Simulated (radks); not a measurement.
The samarium ion Sm2+ inside a hard spherical wall (all orbitals vanish at R), configuration held at [Xe] 4f6 and not refilled when levels cross. Method: scalar-relativistic Kohn-Sham, LDA (Slater exchange, VWN5 correlation), spin-polarised, spherical densities, point nucleus; open shells are filled with parallel spins first (spin-orbit coupling, left out, can overturn this in heavy ions); computed with a radial shooting solver on a logarithmic mesh with Libxc functionals. Eigenvalues in eV for spin up, with the zero of energy where the potential of the charges vanishes at infinity; a dash marks a level that is unbound or too diffuse for the functional's potential to be trusted. A positive occupied level is held by the wall or, in an anion where self-interaction has pushed it up, behind a barrier. The pressure on the wall is -dE/dV.

R (bohr)  E (hartree)  kinetic (hartree)    e(4d)    e(5s)    e(5p)    e(4f)  e(5d, empty)  e(6s, empty)  pressure (GPa)
free      -10419.5964          11135.974  -143.36  -57.797  -37.437  -17.248       -14.092       -13.921               0
12        -10419.5964          11135.974  -143.36  -57.797  -37.437  -17.248       -14.092       -13.921        < 0.0001
10        -10419.5964          11135.974  -143.36  -57.797  -37.437  -17.248       -14.092       -13.919        < 0.0001
8         -10419.5964          11135.975  -143.36  -57.797  -37.436  -17.247       -14.085       -13.876        0.000585
7         -10419.5964          11135.975  -143.35  -57.793  -37.433  -17.242       -14.059       -13.737         0.00609
6         -10419.5959          11135.981  -143.32  -57.771  -37.413  -17.213       -13.943       -13.223          0.0754
5         -10419.5912          11136.029  -143.13  -57.635  -37.284  -17.036       -13.443       -11.389            1.16
3.5       -10419.3933          11137.536  -139.97  -55.284  -34.744  -14.042        -8.044         4.397            96.3
3         -10418.8885          11140.623  -135.28  -51.612  -30.442   -9.564        -0.837        23.539             462
2.5       -10417.0787          11149.783  -124.63  -42.144  -18.952    0.807        16.310        66.700            2420
2         -10410.1618          11178.767  -100.93  -14.387   14.616   25.152        61.485        173.32           15100
